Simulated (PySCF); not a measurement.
Compound: C7H11NS.
Bonds: C1–C2 (double), C2–C3, C3–C4 (double), C3–C5, C5–N6, N6–C7, C7–C8, C7–S9 (double). Hydrogens: H10, H11 on C1; H12 on C2; H13, H14 on C4; H15, H16 on C5; H17 on N6; H18, H19, H20 on C8.

Level: PBE0/pcSseg-1 in PySCF, non-relativistic, on one gas-phase PBE0-D3(BJ)/def2-SVP geometry that isn't relaxed in the solvent. The solvent is an IEF-PCM continuum (van der Waals radii × 1.2). Specific hydrogen bonds and non-electrostatic terms are outside this model.

Gas phase at PBE0/pcSseg-1: HOMO -6.04 eV, LUMO -1.19 eV, dipole 4.40 D.

Task: What does the continuum do to the energy, the frontier levels and the dipole at PBE0/pcSseg-1 in chloroform and water?

Result: 
| solvent | ε | E(solvent) − E(gas) (kcal/mol) | polarisation term (kcal/mol) | distortion of the solute (kcal/mol) | HOMO (eV) | LUMO (eV) | dipole (D) |
| --- | --- | --- | --- | --- | --- | --- | --- |
| chloroform | 4.711 | -6.11 | -7.36 | 1.25 | -6.25 | -1.14 | 5.92 |
| water | 78.36 | -9.00 | -11.88 | 2.88 | -6.38 | -1.14 | 6.76 |

The first energy column is the sum of the next two and covers electrostatics alone. From chloroform to water the lowering changes by a factor 1.47, Onsager's factor (ε − 1)/(2ε + 1) by 1.38 and ε itself by 16.6.

Task: Which radius a makes the point-dipole formula ΔE = −[(ε − 1)/(2ε + 1)]·μ²/a³ give the value in water, with the gas-phase dipole?

Result: μ = 1.729 au and |ΔE| = 0.01435 Eh give a = 2.47 Å; the farthest nucleus lies 3.92 Å from the centroid of the nuclei, so such a sphere wouldn't even hold the nuclei. The formula assumes a rigid point dipole at the centre of a sphere.

Task: Which Mulliken charges (PBE0/pcSseg-1) respond most in chloroform (means over atoms taken as equivalent)?

Result: 
```csv
atoms,environment,gas (e),solvent (e),change
S9,thiocarbonyl sulfur,-0.200,-0.295,-0.095
H17,N–H hydrogen,+0.198,+0.222,+0.024
C7,thiocarbonyl carbon,-0.071,-0.052,+0.019
C3,fully substituted alkene carbon,-0.394,-0.411,-0.017
C1,terminal =CH2 carbon,-0.149,-0.163,-0.014
N6,nitrogen bound to a thiocarbonyl carbon,-0.419,-0.405,+0.014
```

Task: Which Mayer bond orders change most in chloroform?

Result: 
```tsv
bond	length (Å)	gas	solvent	change
C7–S9	1.656	1.653	1.572	-0.081
N6–C7	1.343	1.266	1.314	+0.048
C7–C8	1.505	0.994	1.005	+0.011
N6–H17	1.014	0.923	0.913	-0.010
C5–H15	1.103	0.936	0.929	-0.007
C3–C4	1.345	1.886	1.892	+0.006
C8–H20	1.103	0.943	0.938	-0.005
C1–H11	1.096	0.919	0.923	+0.004
```

Task: How do the nuclear quadrupole coupling constants eQVzz/h respond in chloroform?

Result: 
```csv
nucleus,Q (barn),gas (MHz),solvent (MHz),η gas,η solvent
14N at N6,0.02044,-4.13,-3.75,0.04,0.11
33S at S9,-0.06781,37.60,35.37,0.63,0.75
```

Cost: about 90 s of CPU time on one thread; the machine was shared, so the figure is rough. This is the whole shielding run at PBE0/pcSseg-1 in water, SCF included.

The values belong to the conformer `[CH2:1]=[CH:2][C:3](=[CH2:4])[CH2:5][NH:6][C:7]([CH3:8])=[S:9]`: C1–C2–C3–C4 175°, C2–C3–C5–N6 -67°, C3–C5–N6–C7 129°, C5–N6–C7–C8 -178°.
